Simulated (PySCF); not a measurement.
Computed IR spectrum (relative IR intensity) of a molecule C3H5BF2. Geometry optimised at PBE-D3(BJ)/def2-SVP. One conformer was computed; it need not be the lowest. Level of theory: PBE-D3(BJ)/def2-SVP in PySCF 2.14.0. Frequencies are harmonic and unscaled.

| ν (cm⁻¹) | relative intensity |
|---|---|
| 446 | 5.9 |
| 843 | 20 |
| 878 | 21 |
| 918 | 14 |
| 1072 | 59 |
| 1225 | 34 |
| 1303 | 72 |
| 1322 | 100 |
| 1336 | 44 |
| 1377 | 14 |
| 1392 | 8.8 |
| 1642 | 20 |
| 3097 | 2.2 |

Task: Pick the molecule that these values belong to.
A. C/C=C/B(F)F
B. C=C(F)B(C)F
C. FB1CC[C@@H]1F
D. C=CCB(F)F

Result: B, C=C(F)B(C)F
